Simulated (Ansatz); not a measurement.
Si(H)2(Me)(NCO) (C2H5NOSi), SMILES [SiH2](C)N=C=O.

Geometry: PBE0-D3(BJ)/def2-SVP. One conformer was computed; it need not be the lowest.

Two levels are set side by side: PBE/def2-SVPD (Ansatz, a first-principles code) and PBE0/def2-SVPD (Ansatz). Energy differences of separate SCF runs at the same geometry; the states with an electron removed or added have multiplicity 2 and 2. Differences are taken from unrounded values.

```json
[
 {"quantity": "vertical ionisation energy (eV)", "PBE": "10.17"},
 {"quantity": "vertical singlet–triplet gap (eV)", "PBE": "6.35"}
]
```

Q: These are the PBE values. What does PBE0 give? (The exact figures need the calculation; the answer reports its results.)

A: 
| quantity | PBE0 | PBE minus PBE0 |
|---|---|---|
| vertical ionisation energy (eV) | 10.55 | -0.38 |
| vertical singlet–triplet gap (eV) | 6.64 | -0.28 |
